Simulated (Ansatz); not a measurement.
Basis sets compared for the cluster ZrTe2⁻. Total charge -1; doublet. Geometry r2SCAN-D4/def2-TZVPD. Ansatz on 4 threads of Arm Neoverse V2 on a shared host; times are rough, and most runs start from earlier orbitals.

```xyz
3

Zr   -0.819   -0.340    0.160
Te    0.926   -0.058    2.083
Te   -0.107    0.398   -2.243
```

In the def2 sets Te, Zr take a core potential; there is no spin–orbit coupling. The structure comes from a short search, and lower isomers may exist.

```csv
level,functions,energy (Eh),HOMO (eV),LUMO (eV),wall time
PBE-D4/def2-SVPD,104,-583.2273,-0.36,0.41,2 s
PBE0-D4/def2-SVPD,104,-583.2316,-1.36,1.03,3.4 s
```

(1) Estimate the rows for PBE-D4/def2-TZVPD, PBE0-D4/def2-TZVPD.

Results:

(1) 
```tsv
level	functions	energy (Eh)	HOMO (eV)	LUMO (eV)	wall time
PBE-D4/def2-TZVPD	158	-583.2556	-0.36	0.41	3.1 s
PBE0-D4/def2-TZVPD	158	-583.2585	-1.35	1.03	4.6 s
```
